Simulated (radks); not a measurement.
The numbers below are computed, except where a source is named.
Valence configurations of the cadmium ion Cd3+ (all share [Kr]). Code: a radial shooting solver on a logarithmic mesh with Libxc functionals. Model: Dirac Kohn-Sham, PBE, spin-unpolarised, spherical densities, point nucleus; open shells fill j = l - 1/2 first. Energies are relative to 4d9; eigenvalues in eV.

valence	E (eV)	e(4d3/2)	e(4d5/2)	e(5p1/2)	e(5s1/2)
4d9	0.000	-46.253	-45.480	-	-
4d8.5 5s0.5	6.933	-48.580	-47.786	-	-33.266
4d8.5 5p0.5	10.808	-49.131	-48.336	-25.844	-
4d8 5s1	14.528	-50.940	-50.126	-	-34.263
4d8 5p1	22.502	-52.019	-51.200	-26.918	-
4d7 5s2	31.763	-55.742	-54.885	-	-36.259

NIST lists [Kr] 4d9 as the ground configuration; this level of theory agrees among the configurations tried. The energies are those of spherical spin-averaged densities, not of single terms.
